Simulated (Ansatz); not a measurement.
Geometry optimisation, RHF/def2-SVP (Ansatz).

Input:

```yaml
crystal:
  periodic: [false, false, false]
  atoms:
    - { symbol: Hf, position_ang: [0.0, 0.0, 0.0] }
    - { symbol: F, position_ang: [0.0, 0.0, 2.33] }
    - { symbol: Cl, position_ang: [2.3764, 0.0, -0.8392] }
    - { symbol: Cl, position_ang: [-1.1869, 2.0563, -0.8392] }
    - { symbol: Cl, position_ang: [-1.1869, -2.0563, -0.8392] }
    - { symbol: O, position_ang: [-2.2491, 0.0, 0.7473] }
    - { symbol: H, position_ang: [-2.7942, -0.6297, 0.1759] }
    - { symbol: H, position_ang: [-1.3253, 0.0, 1.9476] }
basis:
  gaussian: { orbitals: def2-SVP }
hamiltonian:
  xc: hf
relax:
  f_tol: 0.15
  max_steps: 25
  restrain:
    - { distance: [0, 5], at: 3.27, k: 30.0 }
    - { distance: [7, 1], at: 2.12, k: 30.0 }
    - { distance: [0, 1], at: 1.98, k: 30.0 }
    - { distance: [7, 5], at: 1.01, k: 30.0 }
```

Command:

```bash
$ ansatz run input.yaml --threads 2 --pin off --max-ram 3072MiB --backend cpu --events-out ev --progress --plain --runs-dir out
```

Task: Where does it end, and by what steps?

Result: The forces met the threshold. The restraints hold the end off the free minimum; the threshold counts their pulls, which the force column leaves out. Restrained pairs: Hf1–O6 (2.37 → 3.25 Å), F2–H8 (1.38 → 2.13 Å), Hf1–F2 (2.33 → 1.95 Å), O6–H8 (1.51 → 0.97 Å). After 13 steps the energy has fallen by 4.817 eV (the restraints' own energy left out); H7 moved furthest, 1.17 Å.

| step | energy less start (eV) | largest force component (eV/Å) | accepted |
| --- | --- | --- | --- |
| 0 | 0.0000 | 3.838 | yes |
| 1 | -0.5816 | 4.222 | yes |
| 2 | -1.9155 | 4.901 | yes |
| 3 | -3.4471 | 4.033 | yes |
| 4 | -4.3219 | 1.456 | yes |
| 5 | -4.4894 | 1.522 | yes |
| 6 | -4.6263 | 1.286 | yes |
| 7 | -4.7162 | 1.112 | yes |
| 8 | -4.7742 | 1.109 | yes |
| 9 | -4.7975 | 1.112 | yes |
| 10 | -4.8130 | 1.145 | yes |
| 11 | -4.7836 | 1.313 | no |
| 12 | -4.8134 | 1.082 | yes |
| 13 | -4.8165 | 1.103 | yes |

```xyz
8
Properties=species:S:1:pos:R:3
Hf 0.230 0.066 -0.266
F 0.022 -0.030 1.670
Cl 2.559 0.033 -0.613
Cl -0.548 2.088 -1.200
Cl -0.627 -1.853 -1.346
O -2.666 -0.035 1.216
H -3.258 -0.773 1.239
H -2.079 -0.126 1.983
```

The run took 64 s on 2 threads of Arm Neoverse N1 (shared host), peak memory 0.31 GiB.
